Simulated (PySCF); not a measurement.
## SMILES C=CC(Cl)(Cl)CF, C4H5Cl2F

Geometry:
```csv
atom,x (Å),y (Å),z (Å)
C1,1.890,0.801,0.225
C2,0.798,0.278,-0.301
C3,-0.221,-0.527,0.436
Cl4,0.075,-2.269,0.067
Cl5,-0.117,-0.319,2.199
C6,-1.649,-0.234,-0.023
F7,-1.913,1.102,0.082
H8,2.127,0.703,1.270
H9,2.584,1.356,-0.381
H10,0.578,0.382,-1.354
H11,-1.772,-0.507,-1.077
H12,-2.378,-0.766,0.596
```

Level of theory: GIAO B3LYP/pcSseg-1 magnetisability, rotational g tensor and spin-rotation constants, non-relativistic, gas phase in PySCF 2.14.0. Geometry: GFN2-xTB.

(1) How diamagnetic is it, and how anisotropic?

(2) Split it along the inertial axes a, b, c into diamagnetic and paramagnetic parts about the centre of mass, with the quadrupole moment.

(3) And the rotational g tensor?

Results:

(1) Isotropic -1285 × 10⁻³⁰ J/T², or -77.4 × 10⁻⁶ cm³/mol; principal values -1498, -1207, -1150 × 10⁻³⁰ J/T², anisotropy 324 × 10⁻³⁰ J/T² (root of half the summed squared differences of the principal values). The susceptibility is in cgs units.

(2) 
```tsv
axis	χ (10⁻⁶ cm³/mol)	diamagnetic (10⁻⁶ cm³/mol)	paramagnetic (10⁻⁶ cm³/mol)	summed x² of all electrons (Å²)	quadrupole Θ (D Å)
a	-88.5	-756.3	667.7	113.0	-10.59
b	-70.7	-809.1	738.4	100.5	+7.61
c	-72.9	-905.6	832.8	77.8	+2.98
```
Anisotropies 2χaa − χbb − χcc = -33.5 and 2χbb − χaa − χcc = +20.0 × 10⁻⁶ cm³/mol. Θ is traceless in Buckingham's convention.

(3) 
| axis | rotational constant (GHz) | g | nuclear part | electronic part |
| --- | --- | --- | --- | --- |
| a | 1.7732 | -0.0017 | 0.5546 | -0.5563 |
| b | 1.5224 | -0.0219 | 0.5062 | -0.5281 |
| c | 1.3798 | -0.0167 | 0.5232 | -0.5398 |

Asymmetric top; isotopes 12C, 35Cl, 19F, 1H; no vibrational averaging.
